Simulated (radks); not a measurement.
Question: Species: the thulium ion Tm2+. Configuration: [Xe] 4f13 (the NIST ground configuration). Calculated with a radial shooting solver on a logarithmic mesh with Libxc functionals: scalar-relativistic Kohn-Sham, SCAN, spin-polarised, spherical densities, finite nucleus; open shells are filled with parallel spins first (spin-orbit coupling, left out, can overturn this in heavy ions); meta-GGA in the generalised Kohn-Sham scheme; Fermi nuclear charge, rms radius 5.2256 fm. Some entries of the table are withheld. Estimate them.

orbital,occ.,eigenvalue (Ry),<r^2> (bohr^2),r(max) (bohr)
1s down,1,-4363.755,0.0005486,0.01261
1s up,1,-4363.755,0.0005486,0.01261
2s up,1,-738.8874,0.008508,0.07182
2s down,1,-738.8856,0.008508,0.07182
2p up,3,-652.2286,0.006945,0.05855
2p down,3,-652.2273,0.006945,0.05855
3s up,1,-167.6671,0.05566,0.2029
3s down,1,-167.6287,0.05564,0.2029
3p up,3,-141.2460,0.05619,0.2000
3p down,3,-141.2061,0.05617,0.1999
3d up,5,-108.6135,0.04693,0.1635
3d down,5,-108.5810,0.04690,0.1635
4s up,1,-34.25521,0.2795,0.4647
4s down,1,-34.17142,0.2797,0.4647
4p up,3,-25.53328,0.3173,0.4858
4p down,3,-25.45107,0.3176,0.4858
4d up,5,-13.92259,0.3796,(1)
4d down,5,-13.84130,0.3803,(2)
5s up,1,-5.06894,1.695,1.085
5s down,1,-5.05353,1.704,1.087
5p up,3,-3.08045,2.424,1.252
5p down,3,-3.06890,2.434,1.257
4f up,7,-1.32433,0.8519,0.4963
4f down,6,-1.25111,0.8806,0.4969

Answer: 
(1) 4d up r(max) (bohr): 0.5014
(2) 4d down r(max) (bohr): 0.5014
